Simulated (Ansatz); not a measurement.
Input for Ansatz (a quantum-chemistry and plane-wave program): U-B97M-V/def2-TZVPP on CsSr, 2S+1 = 2, a spin state set in the input, which need not be the lowest, a point of a bond scan (R = 4.931 Å). Elements past Kr take the def2 small-core potentials; no spin–orbit coupling.

Ansatz 0.2 input:
```yaml
crystal:
  periodic: [false, false, false]
  atoms:
    - {symbol: Sr, position_ang: [0.00000000, 0.00000000, 0.00000000]}
    - {symbol: Cs, position_ang: [0.00000000, 0.00000000, 4.93057600]}
basis:
  gaussian:
    orbitals: def2-TZVPP
    pivot_positions_ang: [[0.00000000, 0.00000000, 0.00000000], [0.00000000, 0.00000000, 4.93057600]]
hamiltonian:
  xc: {name: B97M-V}
magnetization: {spin_polarized: true, initial_magnetization: 1}
output: {forces: true, orbitals: {seedname: ./end}}
```

The head of its log:

```
WARN ansatz: RAYON_NUM_THREADS=1 ignored (pool sized by the plan → 1); use --threads N
Functional definition: B97M-V
integrals: 0.09 GiB planned
484 factors; their error is unknown
mean field: 0.60 GiB planned
mean field evaluation 1: about -1383.9646 eV, gradient 2.9e0 eV
mean field evaluation 2: about -1383.8519 eV, gradient 4.8e0 eV
```

Question: What total energy does the run end on?

Answer: -50.8644 hartree.
